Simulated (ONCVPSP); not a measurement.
# cobalt (Co): one change to an ONCV potential, before and after

Co, optimised norm-conserving Vanderbilt (ONCV), made with ONCVPSP 4.0.1 (PBE, scalar-relativistic). Core [Ne], reference 3s2 3p6 3d7 4s2. Waves: 3s+4s: rc 1.35 bohr, ncon 4, nbas 8, qcut 6.7 1/bohr, 2 projectors; 3p: rc 0.80 bohr, ncon 4, nbas 9, qcut 8.7 1/bohr, 2 projectors, debl 1.5 Ha; 3d: rc 1.15 bohr, ncon 4, nbas 8, qcut 13.4 1/bohr, 2 projectors, debl 1.6 Ha. Local part: polynomial inside 0.70 bohr (lpopt 5, dvloc0 0 Ha). Core correction: none.

In the p channel the program set the typed energies aside and used -2.412, 0.250 Ha.

Change: d: qcut 16.4.

Cutoffs: the cutoffs (Ha) at which the residual kinetic energy of the hardest occupied pseudo-wave falls to 1 and 0.1 mHa per electron; they do not see the model core or the augmentation charge, which bear on the density cutoff. Errors are all-electron minus pseudo energies relative to the spin-unpolarised reference configuration.

Q: How do hardness, ghosts and transferability respond?

A: The potential gets harder (71 Ha and 376 Ha → 87 Ha and 376 Ha); of the 4 tests that both files solve, the error grows in 1 and shrinks in 1 by more than 15 % and 0.3 meV (median size 2.7 → 3.6 meV); neither file shows a bound ghost. The waves are optimised to have the least kinetic energy above qcut, so the cutoff follows it (qcut²/2 in Ha).

| quantity | base | changed |
| --- | --- | --- |
| cutoff, loose | 71 Ha | 87 Ha |
| cutoff, tight | 376 Ha | 376 Ha |
| loose cutoff by channel | s 13 Ha, p 52 Ha, d 71 Ha | s 13 Ha, p 52 Ha, d 87 Ha |
| bound ghosts | none | none |
| GHOST(+) flags under 300 eV | s at 237.0 eV | s at 237.0 eV |
| error for 3s2 3p6 3d7 4s1, meV [ΔE 9.03 eV] | -0.1 | -0.1 |
| error for 3s2 3p6 3d7 4s0, meV [ΔE 25.82 eV] | +1.8 | +1.7 |
| error for 3s2 3p6 3d6 4s0, meV [ΔE 61.69 eV] | -3.6 | -5.5 |
| error for 3s1 3p6 3d7 4s2, meV [ΔE 110.50 eV] | -195 | -164 |
| s: phases at 1.37 bohr within 0.05 rad from the reference energy up to (Ha; the scan ends near 5) | to the end of the scan | to the end of the scan |
| p: phases at 0.81 bohr within 0.05 rad from the reference energy up to (Ha; the scan ends near 5) | to the end of the scan | to the end of the scan |
| d: phases at 1.16 bohr within 0.05 rad from the reference energy up to (Ha; the scan ends near 5) | to the end of the scan | to the end of the scan |
